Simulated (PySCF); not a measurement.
Excitation energy of Xe by level of theory

Xe [Xe] (1S) → Xe [Kr] 4d10 5s2 5p5 5d1 (high-spin determinant), as a difference of total energies. Calculation: PySCF 2.14, in aug-cc-pVQZ-PP with one added diffuse shell each of s, p, d, f, g type with ECP28MDF (8s8p6d4f3g, 117 functions); a scalar-relativistic core potential. Correlated levels: valence: 4s2 4p6 4d10 frozen. The calculations carry no spin-orbit coupling.

| method | excitation energy (cm⁻¹) |
| --- | --- |
| UHF | 76696 |
| LDA | 80511 |
| PBE | 78103 |
| PBE0 | 79502 |
| r2SCAN | 80508 |
| TPSSh | 79914 |
| B2PLYP | 80610 |
| CAM-B3LYP | 80963 |
| MP2 (valence) | 82167 |
| SCS-MP2 (valence) | 82362 |

The promoted electron is Rydberg-like, and one or two diffuse shells describe it only roughly, which tends to raise the upper state.

The determinant of the upper state mixes LS terms, which raises its energy above the lowest term, most at the Hartree-Fock and MP2 levels.
